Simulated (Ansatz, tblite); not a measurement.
BnFm: vertical EA (eV) at several levels, gas phase, relaxed structures; Ansatz, xTB through tblite. Clusters are the lowest isomers that short searches found in that spin, judged at the geometry's level. Raw xTB energies of ions are shifted by several eV. A negative affinity means that the extra electron isn't bound at that geometry and level; within about 0.2 eV of zero the sign isn't settled. Singlets are spin-restricted. The spins of the ions were chosen, not always searched. A dash marks a value that wasn't run or was left out as unsound. The structures are stationary points that may keep the symmetry of their start. Remarks come from the PBE and PBE0 runs and from stability tests at other levels; not every state was tested. A HOMO above zero means that the electron is unbound at that level and held by the basis, or that self-interaction error raises the level; the energy of removing that electron tells which.

| species | state | geometry | GFN1-xTB | GFN2-xTB | PBE-D4/def2-TZVPD | r2SCAN-D4/def2-TZVPD | PBE0-D4/def2-TZVPD | remarks |
| --- | --- | --- | --- | --- | --- | --- | --- | --- |
| B3F2 | doublet to singlet | PBE-D4/def2-SVP | – | 4.15 | 1.73 | 1.62 | 1.63 | HOMO above zero (-1 singlet) |
| B2F4 | singlet to doublet | PBE0-D4/def2-SVP | 4.61 | 4.55 | -0.01 | -0.02 | 0.00 | HOMO above zero (-1 doublet) |
| B4F2 | singlet to doublet | PBE-D4/def2-SVP | 5.43 | 3.16 | 1.99 | 2.10 | 2.10 | restricted SCF unstable in HF, HOMO above zero (-1 doublet) |

Problem. Estimate the rows for B3F3 (singlet to doublet, PBE0-D4/def2-SVP geometry).

Solution. 
```json
{"species": "B3F3", "state": "singlet to doublet", "geometry": "PBE0-D4/def2-SVP", "GFN1-xTB": "5.19", "GFN2-xTB": "4.17", "PBE-D4/def2-TZVPD": "1.27", "r2SCAN-D4/def2-TZVPD": "1.31", "PBE0-D4/def2-TZVPD": "1.31", "remarks": "HOMO above zero (-1 doublet)"}
```

Over the 3 species that have every level, the mean is 5.08 at GFN1-xTB, 3.96 at GFN2-xTB, 1.08 at PBE-D4/def2-TZVPD, 1.13 at r2SCAN-D4/def2-TZVPD, 1.14 at PBE0-D4/def2-TZVPD.
